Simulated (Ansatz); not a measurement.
Total energies of Ge23H32, a nanocrystal cut from cubic germanium from Ansatz at PBE-D4/def2-SVP, gas phase (1 Eh = 27.2114 eV = 2625.5 kJ/mol). The reference geometry is relaxed at PBE-D4/def2-SVP.

Cartesian coordinates in Å:
```
Ge 1.872 0.467 -4.489
Ge -4.029 2.069 -1.668
Ge -3.730 -1.576 0.935
Ge 2.411 -2.819 -2.143
Ge -0.430 -3.753 0.493
Ge -0.900 -0.538 -1.798
Ge 1.288 2.738 -1.162
Ge -1.432 1.679 1.500
Ge 1.872 -0.544 1.137
Ge -1.039 -1.632 3.785
Ge 1.541 2.007 4.303
Ge -2.357 0.968 -3.071
Ge 0.800 -1.414 -3.340
Ge 2.844 2.086 -2.933
Ge -2.083 -2.379 -0.693
Ge -3.011 3.121 0.294
Ge -2.605 -0.170 2.597
Ge 1.206 -4.668 -1.083
Ge 3.525 -1.544 -0.377
Ge 0.678 -2.396 2.215
Ge 0.230 0.807 -0.085
Ge -0.294 3.119 3.129
Ge 3.050 0.898 2.731
H 2.986 -0.064 -5.441
H 0.807 1.187 -5.368
H -4.774 3.155 -2.502
H -5.082 1.020 -1.214
H -4.357 -2.808 1.658
H -4.881 -0.799 0.233
H 3.468 -3.376 -3.150
H -1.186 -4.920 1.208
H 0.160 3.622 -1.772
H 2.025 3.595 -0.090
H -1.818 -2.876 4.315
H -0.405 -0.908 5.009
H 0.969 0.959 5.295
H 2.339 3.056 5.132
H -3.042 0.194 -4.236
H -1.442 2.056 -3.709
H 0.083 -2.301 -4.408
H 3.283 3.353 -3.728
H 4.118 1.477 -2.281
H -2.791 -3.253 -1.778
H -4.126 3.590 1.277
H -2.234 4.390 -0.169
H -3.654 0.411 3.597
H 0.482 -5.527 -2.160
H 2.204 -5.591 -0.321
H 4.432 -2.501 0.456
H 4.436 -0.436 -0.980
H 1.720 -3.291 2.960
H 0.285 4.337 2.348
H -1.331 3.671 4.153
H 3.797 1.984 1.900
H 4.125 0.069 3.495
```

```
                 state   geometry   energy (Eh)
      charge 0 singlet  reference  -47777.69336
      charge 1 doublet  reference  -47777.42369
     charge -1 doublet  reference  -47777.71814
free Ge atom (triplet)          –   -2076.34106
 free H atom (doublet)          –      -0.49863
```

Single mean-field runs in def2-SVP are fitted with def2-universal-jkfit.

(1) Work out the vertical ionisation energy to the doublet.

(2) Work out the vertical electron affinity, to the doublet.

(3) Give the fundamental gap IE − EA, the Mulliken electronegativity (IE + EA)/2 and the hardness (IE − EA)/2.

(4) What is the binding energy per atom against free atoms?

(1) E(charge 1 doublet) − E(charge 0 singlet) = -47777.42369 − (-47777.69336) = 0.26967 Eh = 7.34 eV. For comparison, −ε of the highest occupied level is 5.90 eV at this level, 1.44 eV less.

(2) E(charge 0 singlet) − E(charge -1 doublet) = -47777.69336 − (-47777.71814) = 0.02478 Eh = 0.67 eV. The basis lacks diffuse functions, which makes affinities too small.

(3) From the values in Eh: IE − EA = 0.26967 − 0.02478 = 0.24489 Eh = 6.66 eV; (IE + EA)/2 = 4.01 eV; (IE − EA)/2 = 3.33 eV. The HOMO–LUMO gap of the same run is 3.98 eV, 2.68 eV smaller than the fundamental gap.

(4) Atoms: 23 × (-2076.34106) + 32 × (-0.49863) = -47771.80054 Eh. Binding: -47771.80054 − (-47777.69336) = 5.89282 Eh = 160.35 eV, or 2.92 eV for each of 55 atoms (no zero-point energy, no counterpoise term).

At PBE-D4/def2-SVP the gap within one spin of the charge 1 doublet nearly closes, so an electron or hole may be smeared out by delocalisation error. At PBE-D4/def2-SVP the gap within one spin of the charge -1 doublet nearly closes, so an electron or hole may be smeared out by delocalisation error. At PBE-D4/def2-SVP the highest occupied level of the charge -1 doublet lies above zero (up to 0.70 eV). By energy differences its removal costs 0.67 eV (vertical, to the charge 0 singlet, at PBE-D4/def2-SVP); self-interaction error and the lack of diffuse functions both raise the level.
